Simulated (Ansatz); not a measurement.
Consider the cleavage of the Si–Si bond: `O[SiH]([SiH3])[AlH][Cl]` + `C=C[Si](N)(O)F` → `C=C[Si](N)(F)O[SiH3]` + `O[SiH2][AlH][Cl]`.

Computed with Ansatz on PBE0-D4/def2-TZVP structures; ΔE is electronic, products minus reactants. CBS: MP2 limit from def2 TZ/QZ plus the TZ coupled-cluster correction, frozen cores. Functionals use def2-TZVPP. B3LYP here is the variant with VWN-RPA as its local correlation; programs differ in this. Each species was taken in one conformer, which may not be the lowest.

```
             level  ΔE (kJ/mol)  difference from CCSD(T)/CBS
            PBE-D4        -71.3                         28.8
         r2SCAN-D4        -91.3                          8.8
           PBE0-D4        -81.5                         18.6
          B3LYP-D4       -100.9                         -0.8
           ωB97X-V        -98.7                          1.4
           ωB97M-V       -102.0                         -1.9
            B2PLYP       -104.1                         -4.0
               PBE        -70.7                         29.4
            r2SCAN        -90.7                          9.4
              PBE0        -80.8                         19.3
             B3LYP       -100.1                          0.0
     HF/def2-TZVPP       -130.8                        -30.7
    MP2/def2-TZVPP       -106.2                         -6.1
SCS-MP2/def2-TZVPP       -112.4                        -12.3
   CCSD/def2-TZVPP       -104.6                         -4.5
CCSD(T)/def2-TZVPP        -99.9                          0.2
     HF/def2-QZVPP       -133.7                        -33.6
    MP2/def2-QZVPP       -107.3                         -7.2
SCS-MP2/def2-QZVPP       -113.3                        -13.2
      HF/CBS(def2)       -134.1                        -34.0
     MP2/CBS(def2)       -106.4                         -6.3
    CCSD/CBS(def2)       -104.8                         -4.7
       CCSD(T)/CBS       -100.1                            0
```

Largest T1 diagnostic among the species: 0.012.

In def2-TZVPP, CCSD(T) changes the Hartree–Fock value by +30.9 kJ/mol (the triples alone add +4.7 kJ/mol) and MP2 by +24.6 kJ/mol. From PBE to PBE0 (25 % exact exchange), in def2-TZVPP and without D4, ΔE moves by −10.1 kJ/mol.
